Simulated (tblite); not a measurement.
Compound: C₄H₆F₂OS.
Structure used (GFN2-xTB), in Å, numbered top down from 1:
```xyz
14
C4H6F2OS angstrom
C      2.5489    0.0471   -0.1664
O      1.2612    0.0861   -0.7540
C      0.2429    0.0154    0.1356
S     -0.3012   -1.6464    0.7054
C     -1.0805   -0.4250   -0.3631
C     -2.3520    0.2301    0.1308
F     -2.1600    0.8970    1.2892
F     -2.7724    1.1505   -0.7714
H      3.2584    0.1573   -0.9824
H      2.7068   -0.9106    0.3398
H      2.6759    0.8627    0.5523
H      0.2767    0.7292    0.9591
H     -1.1349   -0.7030   -1.4111
H     -3.1706   -0.4909    0.2840
```

Method: GFN2-xTB as coded in tblite; computed harmonic values from a numerical Hessian at the method's own geometry, unscaled. Errors from tens to a few hundred cm⁻¹ against measured bands are possible. One conformer, not necessarily the lowest.

Harmonic wavenumbers (cm⁻¹): 40.1, 78.9, 127.5, 165.4, 182.7, 238.0, 343.2, 380.2, 454.1, 489.6, 618.0, 640.2, 783.8, 891.0, 975.0, 987.5, 1013.9, 1040.5, 1089.7, 1125.0, 1130.2, 1169.5, 1180.4, 1257.3, 1259.6, 1270.9, 1361.7, 1399.1, 1456.3, 1469.9, 2893.0, 2939.8, 2951.2, 2957.1, 3030.1, 3045.6.

A = 2827, B = 1048, C = 904.3 MHz; mass 140.011 u (most abundant isotopes); point group C1, symmetry number 1.

**Question.** Zero-point energy?

**Answer.** Half the sum of the wavenumbers: 21218 cm⁻¹ = 60.66 kcal/mol.

**Question.** Entropy at 500 K, 1 bar (ideal gas, RRHO, classical rotation)?

**Answer.** Translation 43.32, rotation 30.72, vibration 40.19: S = 114.2 cal/(mol K).

**Question.** And Cp and H(500 K) − H(0)?

**Answer.** Cp = 45.44 cal/(mol K), of which vibrations give 37.49 (their classical limit is 36 R = 71.5); H(500 K) − H(0) = 13.98 kcal/mol without the zero-point energy, 10.01 from vibrations.

**Question.** What must be added to the electronic energy to get the Gibbs energy at 500 K and 1 bar?

**Answer.** ZPE + [H(500 K) − H(0)] − T·S = 60.66 + 13.98 − 57.11 = 17.53 kcal/mol.

**Question.** Which modes carry the vibrational entropy at 500 K?

**Answer.** 40.1 cm⁻¹: 6.28; 78.9 cm⁻¹: 4.94; 127.5 cm⁻¹: 3.99; 165.4 cm⁻¹: 3.48; 182.7 cm⁻¹: 3.29; 238.0 cm⁻¹: 2.78 cal/(mol K); the other 30 give 15.43 together.

Hindered rotation and anharmonicity are outside this model. Other conformers, if any are populated, would add a mixing term that is left out. The structure is chiral; the term R ln 2 for an equal mix with its mirror image is left out.
